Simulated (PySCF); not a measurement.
CH7FO2Si2, SMILES O[Si](O)(F)C[SiH3]. Geometry optimised at B3LYP-D3(BJ)/def2-SVP. The structure was generated by enumeration, and PubChem lists no compound with its InChIKey, so it may never have been made. The values are those of a single conformer.

Computed equilibrium geometry at B3LYP-D3(BJ)/def2-SVP (PySCF confirms it by a frequency run) as a Z-matrix (one conformer of several):
```
C
H 1 1.1031
H 1 1.1032 2 107.05
Si 1 1.8504 2 108.76 3 -117.53
F 4 1.6305 1 108.44 2 -23.95
O 4 1.6466 5 110.26 2 127.85
H 6 0.9643 4 118.00 5 72.61
O 4 1.6560 5 106.55 6 116.67
H 8 0.9641 4 117.73 5 37.33
Si 1 1.8952 2 108.71 3 116.57
H 10 1.4881 1 110.60 2 -169.57
H 10 1.4899 11 109.63 1 122.12
H 10 1.4941 11 108.46 12 118.09
```
